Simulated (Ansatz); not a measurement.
acetone (C₃H₆O), singlet, at a GFN2-xTB geometry; PBE/cc-pVDZ run with Ansatz (a quantum-chemistry and plane-wave program).

Here is a job for Ansatz.
Ansatz 0.2 input:
```yaml
crystal:
  periodic: [false, false, false]
  atoms:
    - {symbol: O, position_ang: [-0.00202356, 0.00502782, 1.40163302]}
    - {symbol: C, position_ang: [-0.00028613, 0.00071094, 0.19819253]}
    - {symbol: C, position_ang: [-0.00598572, 1.26596943, -0.62421820]}
    - {symbol: C, position_ang: [0.00777494, -1.27041500, -0.61510003]}
    - {symbol: H, position_ang: [0.00018810, 2.13672408, 0.02569315]}
    - {symbol: H, position_ang: [-0.00028442, -2.13648476, 0.04102096]}
    - {symbol: H, position_ang: [-0.89240581, 1.29081337, -1.25420279]}
    - {symbol: H, position_ang: [0.86770223, 1.28962202, -1.27163889]}
    - {symbol: H, position_ang: [0.89601009, -1.29976872, -1.24232811]}
    - {symbol: H, position_ang: [-0.86404026, -1.29872071, -1.26485435]}
basis:
  gaussian:
    orbitals: cc-pVDZ
    final_grid: {core_spheres: 10, valence_spheres: 20, degree: 41}
hamiltonian:
  xc: pbe
```

What the program printed (banner, timings and long lists left out):

```
Functional definition: PBE
1023 factors; their error is unknown
mean field evaluation 1: about -5239.9098 eV, gradient 6.5e1 eV
mean field evaluation 2: about -5229.4837 eV, gradient 9.2e1 eV
mean field evaluation 4: about -5249.4902 eV, gradient 4.9e0 eV
mean field evaluation 8: about -5249.5439 eV, gradient 7.3e-2 eV
mean field evaluation 16: about -5249.5022 eV, gradient 2.7e-5 eV
mean field -5249.50218177 eV, -192.9156469396 hartree, gradient 2.5e-5 eV, S^2 0.000000; 0 other end points of the search recorded, 0 dependent functions left out
reference -5249.50221081 eV, -192.9156480067 hartree; 16, 16 occupied and 70, 70 virtual orbitals, 1023 factors
Total energy: -5249.50221081 eV, -192.9156480067 hartree
```
